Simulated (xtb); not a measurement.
AsF₃, SMILES F[As](F)F. All values are semi-empirical tight-binding results from xtb (GFN2-xTB unless named), good for trends rather than for accurate numbers. Coordinates come from a GFN2-xTB optimisation.

Optimised geometry:

Bonded distances (Å): F1–As2 1.720, As2–F3 1.720, As2–F4 1.720. Angles (°): F1–As2–F3 92.8, F1–As2–F4 92.8, F3–As2–F4 92.8.
Charge 0, spin multiplicity 1.

| Quantity | Value |
|---|---|
| point group as xtb finds it | C3v |
| orbital gap | 7.04 eV |
| zero-point energy | 3.1 kcal/mol |
| G − E(el) at 298.15 K (modified RRHO) | -14.3 kcal/mol |
| static polarisability (D4 model) | 39.2 bohr³ |
| solvation energy, GFN2-xTB/ALPB(water) | -0.9 kcal/mol |
| solvation energy, GFN2-xTB/ALPB(hexane) | -1.7 kcal/mol |

Computed atomic charges and the Wiberg bond orders between heavy atoms:
charges (e) F1 -0.18, As2 0.55, F3 -0.18, F4 -0.18. Bond orders F1–As2 1.20, As2–F3 1.20, As2–F4 1.20.
